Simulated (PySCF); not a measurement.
## Ga (gallium, neutral) across methods

[Ar] 3d10 4s2 4d1, 2D determinant (an excited configuration). Calculation: PySCF 2.14, in aug-cc-pVDZ-DK; scalar relativity by spin-free X2C-1e.

| method | E (hartree) | mean ε 4s β (eV) | mean ε 4s α (eV) | mean ε 4d α (eV) | Σ⟨r²⟩ (bohr²) | ⟨S²⟩ |
| --- | --- | --- | --- | --- | --- | --- |
| MN15 | -1944.809 | -12.592 | -12.744 | 0.648 | 55.13 | 0.751 |
| LDA | -1940.408 | -11.365 | -11.487 | 0.494 | 55.77 | 0.750 |
| PBE | -1943.296 | -11.075 | -11.167 | 0.313 | 56.25 | 0.750 |
| M06-2X | -1943.617 | -12.262 | -12.204 | -0.099 | 56.84 | 0.750 |
| BLYP | -1943.681 | -11.091 | -11.116 | 0.476 | 56.21 | 0.750 |
| PBE0 | -1943.304 | -11.958 | -12.041 | 0.035 | 56.30 | 0.750 |
| r2SCANh | -1943.509 | -11.787 | -11.658 | 0.296 | 56.05 | 0.750 |
| UHF | -1941.89812 | -13.741 | -13.822 | -0.457 | 57.10 | 0.750 |

Problem. Estimate the same row for r2SCAN.

Solution. E (hartree) = -1943.526; mean ε 4s β (eV) = -11.455; mean ε 4s α (eV) = -11.307; mean ε 4d α (eV) = 0.403; Σ⟨r²⟩ (bohr²) = 56.03; ⟨S²⟩ = 0.750.

The outer electron is Rydberg-like, and this basis confines it to a smaller radius and binds it less than a complete one would.

The highest occupied level is positive at r2SCAN, MN15, LDA, PBE, BLYP, PBE0, r2SCANh: only the finite basis holds that electron, which in a density functional comes from self-interaction.
